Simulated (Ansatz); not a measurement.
The cluster MoO3⁺, relaxed as a quartet with UKS B3LYP-D4/def2-TZVP in Ansatz, starting from the B3LYP-D4/def2-TZVP geometry of the charge +1 doublet. Force threshold 0.02 eV/Å.

In the def2 sets Mo takes a core potential; there is no spin–orbit coupling. At B3LYP-D4/def2-TZVP a doublet of charge 1 lies 2.14 eV below the quartet, each at its own geometry. The structure comes from a short search, and lower isomers may exist.

Start:

Cartesian coordinates in Å:
```
Mo 0.291 0.062 0.418
O -0.959 1.164 0.410
O 1.067 0.228 -1.238
O -0.400 -1.454 0.410
```

(1) Estimate the energy that the relaxation releases and the steps that it takes.

(2) Does the start keep its bonding and symmetry?

(3) Predict the relaxed structure.

Results:

(1) 48.6 kJ/mol, in 15 steps; 25 s on 4 threads of Arm Neoverse V2 on a shared host. No frequencies were taken in this run, so the end may be a saddle point.

(2) By distances, no bond broke or formed. The bond that changes most is Mo1–O3, from 1.84 to 1.65 Å (atoms count from 1). Point group Cs at the start, Cs at the end, both within 0.05 Å.

(3) 
```xyz
4

Mo    0.2450    0.0527    0.2307
O    -1.0073    1.3853    0.4639
O     1.1153    0.2371   -1.1598
O    -0.3529   -1.6751    0.4651
```
Bond lengths: 3 × Mo–O 1.65 to 1.84 Å.
